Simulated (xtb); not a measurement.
xtb input (GFN2-xTB):

```bash
xtb mol.xyz --gfn 2 --sp --chrg -1 --uhf 0
```
mol.xyz:
```
7

N      1.02382385    -1.28759215     0.77656738
B      0.01418070    -0.53367034     0.31036638
N     -1.42827955    -0.76422530     0.41480185
Cl     0.26503514     1.13851437    -0.70575286
H      1.95035458    -0.96101987     0.53217252
H     -1.67519659    -1.41321972     1.14831209
H     -2.02046894     0.05056918     0.42589731
```

End of the output:

```
         :::::::::::::::::::::::::::::::::::::::::::::::::::::
         ::                     SUMMARY                     ::
         :::::::::::::::::::::::::::::::::::::::::::::::::::::
         :: total energy             -13.408099158769 Eh    ::
         :: gradient norm              0.027408109845 Eh/a0 ::
         :: HOMO-LUMO gap              6.033028092585 eV    ::
         ::.................................................::
         :: SCC energy               -13.509578293572 Eh    ::
         :: -> isotropic ES            0.202933602161 Eh    ::
         :: -> anisotropic ES         -0.001301513366 Eh    ::
         :: -> anisotropic XC         -0.000203617804 Eh    ::
         :: -> dispersion             -0.003749691417 Eh    ::
         :: repulsion energy           0.101479134802 Eh    ::
         :: add. restraining           0.000000000000 Eh    ::
         :: total charge              -1.000000000000 e     ::
         :::::::::::::::::::::::::::::::::::::::::::::::::::::

           -------------------------------------------------
          |                Property Printout                |
           -------------------------------------------------

    * Orbital Energies and Occupations

         #    Occupation            Energy/Eh            Energy/eV
      -------------------------------------------------------------
         1        2.0000           -0.8326989             -22.6589
         2        2.0000           -0.4107269             -11.1764
         3        2.0000           -0.3476753              -9.4607
         4        2.0000           -0.3340453              -9.0898
         5        2.0000           -0.3049644              -8.2985
         6        2.0000           -0.2458660              -6.6904
         7        2.0000           -0.2410169              -6.5584
         8        2.0000           -0.2235877              -6.0841
         9        2.0000           -0.2128065              -5.7908
        10        2.0000           -0.2034805              -5.5370
Note: The following floating-point exceptions are signalling: IEEE_UNDERFLOW_FLAG IEEE_DENORMAL
normal termination of xtb
        11        2.0000           -0.1455284              -3.9600
        12        2.0000           -0.1402585              -3.8166 (HOMO)
        13                          0.0814512               2.2164 (LUMO)
        14                          0.1354131               3.6848
        15                          0.2370118               6.4494
        16                          0.2647256               7.2035
        17                          0.2649452               7.2095
        18                          0.2699385               7.3454
        19                          0.2745586               7.4711
        20                          0.3245573               8.8317
        21                          0.3685719              10.0294
        22                          0.4118021              11.2057
        23                          0.5640010              15.3472
        24                          0.8147599              22.1707
      -------------------------------------------------------------
                  HL-Gap            0.2217097 Eh            6.0330 eV
             Fermi-level           -0.0294037 Eh           -0.8001 eV

     #   Z          covCN         q      C6AA      α(0)
     1   7 N        1.702    -0.619    38.246     9.143
     2   5 B        2.467     0.394    18.134     7.557
     3   7 N        2.567    -0.437    31.447     8.328
     4  17 Cl       0.796    -0.618   119.983    16.756
     5   1 H        0.860     0.061     2.206     2.327
     6   1 H        0.860     0.105     1.750     2.072
     7   1 H        0.860     0.113     1.679     2.030

 Mol. C6AA /au·bohr⁶  :        963.778700
 Mol. C8AA /au·bohr⁸  :      27871.326572
 Mol. α(0) /au        :         48.212801

Wiberg/Mayer (AO) data.
largest (>0.10) Wiberg bond orders for each atom

 ---------------------------------------------------------------------------
     #   Z sym  total        # sym  WBO       # sym  WBO       # sym  WBO
 ---------------------------------------------------------------------------
     1   7 N    2.864 --     2 B    1.771     5 H    0.969
     2   5 B    3.390 --     1 N    1.771     3 N    1.032     4 Cl   0.561
     3   7 N    3.065 --     2 B    1.032     6 H    0.976     7 H    0.973
     4  17 Cl   0.639 --     2 B    0.561
     5   1 H    0.996 --     1 N    0.969
     6   1 H    0.989 --     3 N    0.976
     7   1 H    0.987 --     3 N    0.973
 ---------------------------------------------------------------------------

Topologies differ in total number of bonds
Writing topology from bond orders to xtbtopo.mol

molecular dipole:
                 x           y           z       tot (Debye)
 q only:       -0.858       0.030       0.185
   full:       -1.037       0.250       0.267       2.796
molecular quadrupole (traceless):
                xx          xy          yy          xz          yz          zz
 q only:        1.884       1.462      -4.052      -1.889       5.297       2.169
  q+dip:        5.235       1.219      -7.616      -3.233       7.366       2.382
   full:        4.893       1.621      -7.460      -3.692       7.384       2.567

           -------------------------------------------------
          | TOTAL ENERGY              -13.408099158769 Eh   |
          | GRADIENT NORM               0.027408109845 Eh/α |
          | HOMO-LUMO GAP               6.033028092585 eV   |
           -------------------------------------------------

------------------------------------------------------------------------
------------------------------------------------------------------------
 total:
 SCF:
```

It need not be the lowest isomer of its formula. Whether it binds its extra electron was not tested at this geometry.
